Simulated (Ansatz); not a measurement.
Basis-set extrapolation for `[AlH2][CH]1O[SiH2][SiH2]1` (PBE0-D4/def2-TZVP geometry, frozen core, the Gaussian-basis code of Ansatz). Multiplicity 1, RHF reference.

```
                      def2-TZVPP   def2-QZVPP
                 HF  -936.640603  -936.671121
    MP2 correlation    -0.724548    -0.778387
CCSD(T) correlation    -0.812293      not run
```

Energies in hartree. Use E(X) = E(∞) + A·exp(−7.88·√X) for Hartree–Fock and E(X) = E(∞) + B·X^(−2.97) for correlation, with X = 3 and 4, and add CCSD(T) minus MP2 of the smaller set to the MP2 limit.

**Question.** What is the CCSD(T) energy at the basis-set limit?

**Answer.** HF limit: -936.671121 + (-0.030518) × 0.13774 = -936.67532. MP2 limit: -0.778387 + (-0.053839) × 0.74074 = -0.81827. Higher-order term: -0.812293 − (-0.724548) = -0.08775. Total: -937.58134 hartree, 337.2 kJ/mol below CCSD(T)/def2-TZVPP.
